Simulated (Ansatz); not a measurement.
B₉N₁₀H₂₈⁺, a nanocrystal cut from zinc blende BN (hydrogen-capped). Charge 1, multiplicity 3. Geometry r2SCAN-D4/def2-SVP, that of the charge +1 singlet; atoms count from 1.

```xyz
47

N     2.2031    1.6584   -0.1851
N     1.8510    1.8467    2.2923
N     2.4308   -0.3671    1.2629
N     0.4014   -0.1694   -0.3001
N     0.0529    0.0170    2.1706
N    -0.8360   -2.2811   -3.0594
N    -1.2909   -2.0805   -0.5515
N    -0.1744    2.0393    0.7249
N    -1.9079    0.1852    0.5590
N    -1.5182   -0.0576   -1.9977
B     2.7514    1.1693    1.2031
B     0.6337    1.3844   -0.4200
B    -0.7018   -0.7107   -3.2066
B     0.2532    1.5618    2.1449
B     0.8717   -0.7333    1.0940
B    -1.1163   -0.5212   -0.5535
B    -1.5098   -0.3535    2.0036
B    -0.4569   -2.8903   -1.6484
B    -1.7483    1.7679    0.4871
H     2.3801    2.6609   -0.3053
H     2.7395    1.2418   -0.9535
H     2.0040    2.8603    2.3056
H     2.1496    1.5649    3.2316
H     2.9778   -0.8787    0.5624
H     2.7654   -0.7672    2.1454
H     0.8951   -0.6571   -1.0599
H     0.2616   -0.3494    3.1029
H    -0.1938   -2.6959   -3.7405
H    -1.7563   -2.6075   -3.3713
H    -1.0151   -2.4223    0.3774
H    -2.2848   -2.3274   -0.6050
H    -0.1215    3.0595    0.6660
H    -2.9136    0.0123    0.4753
H    -1.3954    0.9616   -2.0417
H    -2.5265   -0.1772   -2.1422
H     3.9341    1.4056    1.3478
H     0.3576    1.8263   -1.5189
H     0.4793   -0.4158   -3.0725
H    -1.1692   -0.3276   -4.2619
H    -0.3105    2.1429    3.0463
H     0.7813   -1.9434    1.1759
H    -1.6154   -1.5760    2.0621
H    -2.1617    0.2052    2.8606
H     0.7341   -2.6825   -1.4521
H    -0.7486   -4.0693   -1.5870
H    -2.0386    2.1893   -0.6298
H    -2.3973    2.3013    1.3621
```

Single mean-field runs in def2-TZVP are fitted with def2-universal-jkfit. At PBE0-D4/def2-TZVP a singlet of charge 1 lies 6.61 eV below the triplet at the same geometry.

(1) Estimate the Mulliken populations of the heavy atoms from the PBE0/def2-TZVP orbitals of Ansatz.

(2) Where does the spin sit?

(3) And the Mayer bond orders between heavy atoms (over 0.3)?

## Answers

(1) 
| atom | charge (e) | spin (α − β) |
| --- | --- | --- |
| N1 | -0.16 | -0.07 |
| N2 | -0.17 | -0.08 |
| N3 | -0.16 | -0.07 |
| N4 | 0.04 | 0.00 |
| N5 | 0.06 | 0.01 |
| N6 | -0.26 | 0.01 |
| N7 | -0.18 | 0.00 |
| N8 | 0.06 | 0.01 |
| N9 | 0.06 | 0.02 |
| N10 | -0.18 | 0.00 |
| B11 | -0.14 | 0.07 |
| B12 | -0.44 | 0.20 |
| B13 | -0.19 | 0.06 |
| B14 | -0.32 | 0.17 |
| B15 | -0.44 | 0.20 |
| B16 | -0.42 | -0.15 |
| B17 | -0.09 | 0.04 |
| B18 | -0.19 | 0.06 |
| B19 | -0.09 | 0.04 |
Mulliken values depend strongly on the basis.

(2) Summed by element: N -0.17, B 0.69, H 1.48, of 2 unpaired in all. Largest on single atoms: B15 0.20, B12 0.20, B14 0.17.

(3) N1–B11 0.83 (1.57 Å); N1–B12 0.85 (1.61 Å); N2–B11 0.85 (1.57 Å); N2–B14 0.82 (1.63 Å); N3–B11 0.83 (1.57 Å); N3–B15 0.85 (1.61 Å); N4–B12 0.76 (1.58 Å); N4–B15 0.76 (1.58 Å); N4–B16 0.89 (1.58 Å); N5–B14 0.81 (1.56 Å); N5–B15 0.83 (1.55 Å); N5–B17 0.88 (1.61 Å); N6–B13 0.84 (1.58 Å); N6–B18 0.84 (1.58 Å); N7–B16 1.02 (1.57 Å); N7–B18 0.77 (1.60 Å); N8–B12 0.83 (1.55 Å); N8–B14 0.81 (1.56 Å); N8–B19 0.88 (1.61 Å); N9–B16 0.96 (1.54 Å); N9–B17 0.82 (1.59 Å); N9–B19 0.82 (1.59 Å); N10–B13 0.77 (1.60 Å); N10–B16 1.02 (1.57 Å).
